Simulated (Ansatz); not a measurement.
Reaction (isomerisation): `ClC1=CC[SiH2]1` → `[SiH3]C1=C(Cl)C1`

Isolated molecules relaxed with PBE0-D4/def2-TZVP in Ansatz; ΔE leaves out vibrations. CCSD(T)/CBS is the MP2 limit (def2-TZVPP, def2-QZVPP) plus CCSD(T) − MP2 in def2-TZVPP, frozen cores. DFT in def2-TZVPP. B3LYP here is the variant with VWN-RPA as its local correlation; programs differ in this.

`ClC1=CC[SiH2]1`:

Cartesian coordinates in Å:
```
Cl 0.158 0.814 2.806
C 0.066 0.336 1.168
C -0.084 1.123 0.092
C -0.107 0.215 -1.123
Si 0.107 -1.201 0.122
H -0.173 2.208 0.075
H -1.047 0.243 -1.678
H 0.717 0.386 -1.819
H -1.020 -2.159 0.275
H 1.382 -1.965 0.083
```

`[SiH3]C1=C(Cl)C1`:

Z-matrix (Å, degrees):
```
Si
C 1 1.833
H 1 1.486 2 109.2
H 1 1.486 2 109.3 3 118.8
H 1 1.484 2 109.9 3 -120.6
C 2 1.294 1 154.2 3 120.5
C 2 1.548 1 144.7 3 -59.3
Cl 6 1.678 2 147.4 1 0.1
H 7 1.090 2 118.8 1 73.3
H 7 1.090 2 118.7 1 -73.5
```

| level | ΔE (kJ/mol) |
| --- | --- |
| PBE-D4 | 134.8 |
| B3LYP-D4 | 133.8 |
| r2SCAN | 136.6 |
| B3LYP | 130.6 |
| SCS-MP2/def2-TZVPP | 135.3 |
| HF/def2-QZVPP | 138.9 |
| HF/CBS(def2) | 139.0 |
| MP2/CBS(def2) | 141.8 |

Question: What does CCSD(T)/CBS give? (Estimate.)

Answer: Computed: +144.8 kJ/mol. The listed levels differ from it by -10.0, -11.0, -8.2, -14.2, -9.5, -5.9, -5.8, -3.0 kJ/mol.

Largest T1 diagnostic among the species: 0.012.

From PBE to PBE0 (25 % exact exchange), in def2-TZVPP and without D4, ΔE moves by +7.4 kJ/mol. The D4 term adds +3.2 kJ/mol with B3LYP and +1.4 kJ/mol with PBE0; it sums over pairs of atoms, weighted by their polarisabilities, and B3LYP, whose exchange is more repulsive, gets the larger term.
